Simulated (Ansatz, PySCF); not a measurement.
Gas-phase reaction in SMILES: [Se]=C=[Se] + 4 [H][H] (H2) -> C (CH4) + 2 [SeH2] (H2Se)
Structures are relaxed separately at B3LYP-D3(BJ)/def2-TZVP in Ansatz (an electronic-structure program).
Geometry of the first species:
```
C
Se 1 1.6965
Se 1 1.6965 2 180.00
```

Property: energy of full hydrogenation (0 K, with B3LYP-D3(BJ) harmonic zero-point energies from PySCF), in kcal/mol. Valence correlation only, unless marked. No spin-orbit coupling. Frozen are the shells of the preceding noble gas and the d and f shells that filled before the atom's block. No relativistic terms. CBS(X,Y): correlation extrapolated as X^-3; Hartree-Fock from the larger set.

```json
[
 {"level": "HF/aug-cc-pVDZ", "program": "Ansatz", "energy of full hydrogenation (kcal/mol)": "-87.2"},
 {"level": "SVWN5/def2-TZVPD", "program": "Ansatz", "energy of full hydrogenation (kcal/mol)": "-69.7"},
 {"level": "PBE-D4/def2-TZVPD", "program": "Ansatz + dftd4", "energy of full hydrogenation (kcal/mol)": "-52.8"},
 {"level": "BLYP/def2-TZVPD", "program": "Ansatz", "energy of full hydrogenation (kcal/mol)": "-44.9"},
 {"level": "revPBE-D3(BJ)/def2-TZVPD", "program": "Ansatz + dftd3", "energy of full hydrogenation (kcal/mol)": "-47.4"},
 {"level": "PBE0/def2-TZVP", "program": "Ansatz", "energy of full hydrogenation (kcal/mol)": "-65.7"},
 {"level": "MN15/def2-TZVPD", "program": "PySCF", "energy of full hydrogenation (kcal/mol)": "-59.1"}
]
```

Task: What does CCSD(T)/CBS(cc-pVTZ,cc-pVQZ) (Ansatz) give?

Result: -60.2 kcal/mol, so MN15/def2-TZVPD differs from it by 1.1 kcal/mol.
